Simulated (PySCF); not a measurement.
Mapped SMILES: `[CH3:1][N:2]([CH3:3])[CH:4]1[CH2:5][CH2:6][CH2:7][CH2:8][CH2:9]1`. Hydrogens are named by the atom that carries them. Ha(C5), Ha(C6), Ha(C7), Ha(C8), Ha(C9) are cis to N2 on the ring; Hb(C5), Hb(C6), Hb(C7), Hb(C8), Hb(C9) are trans to N2 on the ring.

Geometry: PBE0-D3(BJ)/def2-SVP; GIAO shifts from PySCF 2.14.0 with density-fitted response routines, gas phase, non-relativistic, averaged over equivalent atoms.

At PBE0/pcSseg-1 (238 basis functions, 48 s wall time on 1 thread of an Arm Neoverse V2, shared host):
| atoms | δ (ppm) |
| --- | --- |
| C4 | 64.1 |
| C1/C3 | 40.3 |
| C7 | 28.7 |
| C6/C8 | 28.6 |
| C5/C9 | 28.5 |
| N2 | 39.0 |
| H(C1)/H(C3) | 2.16 |
| H(C4) | 1.91 |
| Ha(C6)/Ha(C8) | 1.65 |
| Hb(C5)/Hb(C9) | 1.56 |
| Hb(C7) | 1.45 |
| Hb(C6)/Hb(C8) | 1.12 |
| Ha(C5)/Ha(C9) | 1.03 |
| Ha(C7) | 0.95 |

Scale: 13C (σref 184.41) and 1H (σref 31.27) vs TMS; NH3 for 15N (σref 265.67) (reference shieldings calculated alike).

Question: Estimate the result of repeating the calculation with PBE/pcSseg-1.

Answer: 
| atoms | δ at PBE/pcSseg-1 | change |
| --- | --- | --- |
| C4 | 67.8 | +3.7 |
| C1/C3 | 41.3 | +1.0 |
| C7 | 30.9 | +2.2 |
| C6/C8 | 30.8 | +2.2 |
| C5/C9 | 29.9 | +1.4 |
| N2 | 48.9 | +9.9 |
| H(C1)/H(C3) | 2.26 | +0.10 |
| H(C4) | 2.07 | +0.16 |
| Ha(C6)/Ha(C8) | 1.78 | +0.13 |
| Hb(C5)/Hb(C9) | 1.68 | +0.12 |
| Hb(C7) | 1.55 | +0.10 |
| Hb(C6)/Hb(C8) | 1.21 | +0.09 |
| Ha(C5)/Ha(C9) | 1.13 | +0.10 |
| Ha(C7) | 1.02 | +0.07 |

Chemical shifts δ = σref − σ; 13C (σ = 180.03 ppm), 1H (σ = 31.20 ppm) vs TMS; NH3 for 15N (σ = 265.06 ppm), all at this level.

The largest change is at N2 (amine nitrogen). Cost: 238 basis functions, 65 s wall time on 1 thread of an Arm Neoverse V2, shared host. The order of the carbon signals is the same at both levels.

The carbons averaged at δ 40.3 differ by 9 ppm in this conformer. Experimental scales use liquid or dissolved standards, which lie at an offset from isolated NH3 (liquid NH3: subtract about 20 ppm).
